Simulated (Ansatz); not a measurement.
[MnS4]- (MnS₄⁻). The state is a singlet with charge -1. Geometry r2SCAN-D4/def2-SVPD, basis def2-TZVPD, Ansatz.

```tsv
run	HOMO (eV)	LUMO (eV)
A	-1.49	-0.54
B	-3.28	1.03
C	-1.28	-0.42
D	-1.11	-0.27
E	-4.02	1.98
F	-4.16	1.88
```

The order of the spin states hangs on the level: the triplet lies 0.10 eV below the singlet at PBE0-D4/def2-TZVPD, but 0.36 eV above it at r2SCAN-D4/def2-TZVPD. The singlet is doubtful at PBE0-D4/def2-TZVPD (restricted singlet with a triplet 0.10 eV lower at the same geometry). The triplet is doubtful at PBE0-D4/def2-TZVPD (⟨S²⟩ 2.73, where a pure state has 2.00).

**Question.** The runs used BLYP, CAM-B3LYP, PBE, r2SCAN, ωB97M-V, ωB97X-V. Estimate which is which.

**Answer.** A r2SCAN (0 % exact exchange); B CAM-B3LYP (range-separated); C PBE (0 % exact exchange); D BLYP (0 % exact exchange); E ωB97M-V (range-separated); F ωB97X-V (range-separated). Exact exchange lowers occupied and raises empty levels; among semilocal functionals meta-GGAs tend to open the gap a little, and such runs are hard to tell apart. The gap grows from 0.84 eV (BLYP) to 6.04 eV (ωB97X-V). The restricted singlet is unstable towards broken spin symmetry in Hartree–Fock (as tested in another run); at r2SCAN-D4/def2-TZVPD, CAM-B3LYP-D4/def2-TZVPD, PBE-D4/def2-TZVPD, BLYP-D4/def2-TZVPD and others this wasn't settled.
